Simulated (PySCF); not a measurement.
## V: excitation energy

V [Ar] 3d3 4s2 (4F) → V [Ar] 3d2 4s2 5s1 (4F), as a difference of total energies. Computed with PySCF 2.14 in aug-cc-pVQZ-DK (9s8p6d4f3g2h, 140 functions), with scalar relativity by spin-free X2C-1e. Correlated levels: valence: [Ar] frozen. The calculations carry no spin-orbit coupling.

```csv
method,excitation energy (eV)
UHF,7.879
LDA,9.306
PBE,9.063
PBE0,8.919
r2SCAN,9.381
BHandHLYP,8.692
PBEsol,9.143
B97-3,8.915
MP2 (valence),8.217
SCS-MP2 (valence),7.910
```

Question: How much does correlation contribute at MP2 (valence)?

Answer: 8.217 − (7.879) = 0.338 eV, measured against UHF.

A first-order spin-orbit estimate (lowest level to lowest level, LS coupling) adds -0.008 eV.

The upper state lies above the first ionisation limit, where it may autoionise and the basis confines it. A Rydberg-like electron needs more diffuse functions than a valence basis has.

The promoted electron is Rydberg-like, and one or two diffuse shells describe it only roughly, which tends to raise the upper state.
